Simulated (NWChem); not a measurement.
System: CH₃BrMg; SMILES [CH3][Mg][Br]

NWChem input:

```
start job
memory heap 200 mb stack 900 mb global 1100 mb
geometry units angstroms noautosym nocenter noautoz
  Mg    -0.006984    -1.122545    -0.000290
  Br     0.036313     1.242373     0.000437
  C     -0.045477    -3.202567    -0.000338
  H     -0.305786    -3.602555    -0.994528
  H     -0.787288    -3.593438     0.715971
  H      0.934514    -3.625026     0.277774
end
basis spherical
  * library def2-svpd
end
dft
  xc xpbe96 cpbe96
  iterations 150
end
property
  response 1 0.0
end
task dft property
```

The geometry was optimised at PBE0/def2-SVP.

Static field.

Task: What results follow from this input? (PBE/def2-SVPD.) Quantities: isotropic polarisability (bohr³); anisotropy (bohr³).

Result: 
* **isotropic polarisability (bohr³)**: 66.4
* **anisotropy (bohr³)**: 32.9
